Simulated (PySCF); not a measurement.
Where the electron goes

Compound: C4H12OSi2.
Z-matrix (Å and degrees, GFN2-xTB geometry), rows numbered from 1:
```
O 
C   1  1.2143
C   2  1.4799  1  122.26
Si  3  1.9222  2  107.33  1    86.83
C   2  1.5038  1  120.58  3   177.66
C   5  1.5214  2  110.28  1   -28.73
Si  6  1.9141  5  112.76  2    45.23
H   3  1.0878  2  111.51  1  -152.64
H   3  1.0891  2  110.22  1   -30.68
H   4  1.4635  3  106.46  2  -177.03
H   4  1.4582  3  109.20  2   -56.51
H   4  1.4646  3  108.60  2    64.68
H   5  1.0935  2  110.37  1  -153.77
H   5  1.0955  2  106.29  1    89.76
H   6  1.0892  5  108.98  2   167.93
H   6  1.0911  5  108.80  2   -76.09
H   7  1.4811  6  103.11  5   149.74
H   7  1.4607  6  111.48  5    37.19
H   7  1.4569  6  113.38  5   -96.69
```

The calculation used TDDFT PBE0/def2-SVPD, vertical, gas phase, core orbitals frozen in the response in PySCF.

Frontier orbitals with the atoms that hold most of them (Löwdin shares over 4%, at most four atoms; ? is withheld):

```
orbital  ε (eV)                              atoms
 HOMO-3   -9.02   Si7 32%, H19 27%, O1 10%, H18 9%
 HOMO-2   -8.88  Si7 26%, O1 16%, H18 16%, H17 14%
 HOMO-1   -8.40                                  ?
   HOMO   -7.41                                  ?
   LUMO   -1.00      C2 34%, O1 27%, Si4 9%, C3 8%
 LUMO+1    0.06    Si4 28%, C3 10%, H12 8%, H10 8%
 LUMO+2    0.60   Si4 47%, H12 15%, H11 12%, C3 8%
```

Task: Give the leading atoms of the HOMO-1.

Result: C6 (bonded to C, Si and 2 H) 30%; Si7 (bonded to C and 3 H) 24%; C5 (bonded to 2 C and 2 H) 11%; H17 (bonded to Si) 9%. By element: carbon 41% or more, silicon 24% or more, hydrogen 9% or more.

Task: Give the leading atoms of the HOMO.

Result: O1 (bonded to C) 40%; Si7 (bonded to C and 3 H) 13%; H17 (bonded to Si) 11%; C2 (bonded to 2 C and O) 7%.

Task: How does S1 compare with the orbital gap of 6.41 eV?

Result: S1 is at 4.50 eV (f = 0.0050), 1.92 eV below the gap, made of HOMO→LUMO (90%). Without the coupling terms of the response equations the lowest excitation would equal the gap.

Task: One configuration dominates each of S1, S2, S3 and S4. Which, and how do the shares of the two leading atoms of either orbital change from the occupied to the empty one?

Result: 
- S1 (4.50 eV, f 0.0050), HOMO→LUMO (90%): O1 40% → 27%, Si7 13% → at most 8%, C2 7% → 34%
- S2 (6.17 eV, f 0.0022), HOMO-1→LUMO (96%): C6 30% → at most 8%, Si7 24% → at most 8%, C2 at most 9% → 34%, O1 at most 9% → 27%
- S3 (6.49 eV, f 0.025), HOMO→LUMO+1 (96%): O1 40% → at most 8%, Si7 13% → at most 8%, Si4 at most 8% → 28%, C3 at most 8% → 10%
- S4 (6.73 eV, f 0.0013), HOMO-2→LUMO (79%): Si7 26% → at most 8%, O1 16% → 27%, C2 at most 15% → 34%

Löwdin shares depend on the basis, the more so with diffuse functions.

One conformer stands for the species.
